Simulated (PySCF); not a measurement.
All values below come from PySCF with PBE-D3(BJ)/def2-TZVP // B3LYP-D3(BJ)/def2-TZVP. Isolated molecules, 0 K electronic values unless said otherwise. One relaxed conformer stands for a flexible species; it need not be the lowest. 

Reference species (SMILES): `C/C=[SiH]/O` (C–Si–O–H torsion 0°) (neutral, multiplicity 1).

```json
{
 "S1 oscillator strength": "0.013",
 "HOMO–LUMO gap": "3.73 eV"
}
```

Changed species: `[SiH3]OC=C` (C–C–O–Si torsion 180°).

Give the shifts of the S1 oscillator strength and HOMO–LUMO gap.

the S1 oscillator strength drops by 0.013, to 0.000; the HOMO–LUMO gap rises by 1.31 eV, to 5.04 eV.
